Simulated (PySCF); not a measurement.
Relaxation of sextet IrSCl2

Level of theory: PySCF, UB3LYP, basis Ir def2-SVP with ECP60, S def2-SVP, Cl def2-SVP (scalar-relativistic core potentials, no spin–orbit coupling, density fitting). A (50,194) grid was used.

A hand-made trigonal planar start, of C2v symmetry, held to at least that symmetry:

```xyz
4
charge 0 multiplicity 6, angstrom
Ir   -0.0177   -0.0307    0.0000
S    -1.0627   -1.8407    0.0000
Cl    2.1923   -0.0307    0.0000
Cl   -1.1227    1.8832    0.0000
```

Optimiser trace:
```
step  E − E(last) (kJ/mol)  largest gradient (Eh/bohr)
   0                 48.00                     0.05650
   1                  3.23                     0.01011
   2                  1.05                     0.00253
   3                  0.69                     0.00141
   4                  0.53                     0.00171
   5                  0.27                     0.00229
   6                  0.10                     0.00167
   7                  0.01                     0.00065
   8                  0.00                     0.00022
   9                  0.00                     0.00007
```

It ends at C2v with Ir–Cl 2.331 Å (×2), Ir–S 2.231 Å; Cl–Ir–Cl 130.0°, Cl–Ir–S 115.0° (×2). The frequency run here used a shortcut that can spoil soft modes, so no verdict on minimum or saddle point is given. Other isomers or separated fragments may lie lower.

With open d or f shells other occupations or spin states may lie lower. At this level a doublet minimum of C2v symmetry lies 186 kJ/mol below this structure. With an element this heavy the missing spin–orbit coupling can shift these numbers.

The relaxation took of the order of 70 core-seconds on a shared host.
